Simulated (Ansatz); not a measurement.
Ansatz results at the PBE0-D4/def2-TZVP geometry: HOMO–LUMO gap (ωB97M-V/def2-TZVPP) 10.23 eV; HOMO–LUMO gap (PBE0/def2-TZVPP) 6.78 eV; LUMO energy (ωB97M-V/def2-TZVPP) 1.30 eV.

Each molecule was computed in one conformer, which needn't be the lowest.

Which molecule gave them?
A. `[F][Ge]1([F])[CH2][O]1`
B. `C=NCF`
C. `BB(C)I`
D. `CC[CH2][Zn][CH3]`

D. The others give `C=NCF`: 12.02, 7.40, 1.65; `BB(C)I`: 10.16, 6.13, 0.41; `[F][Ge]1([F])[CH2][O]1`: 10.56, 6.26, 0.16.
